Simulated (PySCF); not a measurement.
CHF₂, SMILES F[CH]F, multiplicity 2.

Geometry: PBE-D3(BJ)/def2-TZVP. The isomer is the one that the SMILES or the coordinates give; other isomers of the formula were not compared.

Computed with PBE-D3(BJ)/def2-TZVP run with PySCF 2.14.0.

Frequencies are harmonic and unscaled.

Computed harmonic wavenumbers and intensities:
| mode | ν (cm⁻¹) | IR (km/mol) | moving atoms (share of kinetic energy) |
|---|---|---|---|
| 1 | 530 | 3.0 | F 83 %, C 16 % |
| 2 | 961 | 7.3 | H 67 %, C 29 % |
| 3 | 1136 | 84.9 | C 53 %, F 42 % |
| 4 | 1141 | 236.1 | C 46 %, F 34 %, H 20 % |
| 5 | 1279 | 50.7 | H 73 %, C 24 % |
| 6 | 3023 | 25.2 | H 92 % |
